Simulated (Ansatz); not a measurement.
## A set of related gas-phase steps

Each structure stands at its B3LYP-D3(BJ)/def2-SVP stationary point, reached from a drawn start (curvature not checked).

(1), Cl2Fe (SMILES [Cl][Fe][Cl]) (charge 0, multiplicity 5):
```xyz
3

Fe     0.00004     0.00000     0.00011
Cl     2.15173    -0.00356     0.00804
Cl    -2.15168     0.00357    -0.00816
```

(2), ClFe (SMILES [Cl][Fe]) (charge 0, multiplicity 6):
```xyz
2

Fe    -0.00922    -0.01854    -1.09980
Cl     0.00922     0.01854     1.09980
```

(3): Cl atom, charge 0, multiplicity 2.

(4), Cl3Fe (SMILES [Cl][Fe]([Cl])[Cl]) (charge 0, multiplicity 6, Z-matrix in Å and degrees):
```
Fe
Cl 1 2.1506
Cl 1 2.1506 2 120.00
Cl 1 2.1506 2 119.99 3 -179.73
```

(5), Cl6Fe2 (SMILES [Cl][Fe]1([Cl])<-[Cl][Fe]([Cl])([Cl])<-[Cl]1) (charge 0, multiplicity 11):
```xyz
8

Fe     1.642    -0.002     0.001
Fe    -1.642     0.002    -0.001
Cl     0.002     1.710     0.005
Cl    -0.002    -1.710    -0.002
Cl     2.755    -0.007     1.836
Cl     2.755     0.001    -1.833
Cl    -2.758    -0.001     1.832
Cl    -2.752     0.006    -1.837
```

```tsv
step	quantity	PBE/def2-TZVPP (kJ/mol)	r2SCAN/def2-TZVPP (kJ/mol)	PBE0/def2-TZVPP (kJ/mol)	wB97M-V/def2-TZVPP (kJ/mol)	CCSD(T)/def2-SVP (kJ/mol)
(1) → (2) + (3)	reaction energy	479.3	467.6	456.2	476.9	406.1
(4) → (1) + (3)	reaction energy	280.5	281.7	221.8	204.7	195.7
2 (4) → (5)	reaction energy	-121.6	-146.7	-132.6	-156.3	-177.6
```

Right side less left side. No zero-point or thermal terms; open shells are unrestricted; no spin–orbit coupling. The spin states of the d-block species are the ones drawn and need not be the lowest. One arrangement of each flexible species, with no search for the lowest.

Correlated levels freeze the cores.

The values were computed with Ansatz (Gaussian orbitals). No computed number here is a measurement.

At CCSD(T)/def2-SVP the steps run from -177.6 (2 (4) → (5)) to 406.1 kJ/mol ((1) → (2) + (3)); 1 of 3 are downhill as written. PBE/def2-TZVPP, r2SCAN/def2-TZVPP, PBE0/def2-TZVPP, wB97M-V/def2-TZVPP give the same order. No level here is sure enough to rank the others by; between PBE/def2-TZVPP and CCSD(T)/def2-SVP the widest gap is 84.8 kJ/mol, for (4) → (1) + (3).

The steps were written down ahead of the runs, not picked by their results: 3 of 3 stand here.

Ansatz is a program for electronic structure.
